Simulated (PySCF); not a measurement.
A small calculation by hand: oscillator strength and radiative lifetime

OS₂, SMILES [O-][S+]=S.

The structure is a stationary point at PBE0-D3(BJ)/def2-TZVP.

TDDFT-PBE/def2-SVPD run with PySCF 2.14.0 puts the first singlet state with f over 0.02 at 4.55 eV (vertical), with the transition dipole (-0.010, -0.706, 0.000) in atomic units.

Find the oscillator strength, the wavelength and the radiative lifetime that this transition would have in vacuum if emission retraced absorption.


|μ|² = 0.4985 au, so |μ| = 1.79 D. ΔE = 4.55/27.211 = 0.1672 hartree. f = (2/3) ΔE |μ|² = 0.056 (the program prints 0.056).
λ = 1239.84/4.55 = 272 nm; ν = 36698 cm⁻¹.
Einstein's coefficient A = 0.6670 ν² f s⁻¹ (ν in cm⁻¹) = 5.0e7 s⁻¹, so τ = 1/A = 20 ns. This state is S3; the lower singlets have f = 0.000, 0.000. The figure is the radiative limit of this one transition; relaxation, internal conversion, crossing to triplets and a medium change what is measured.
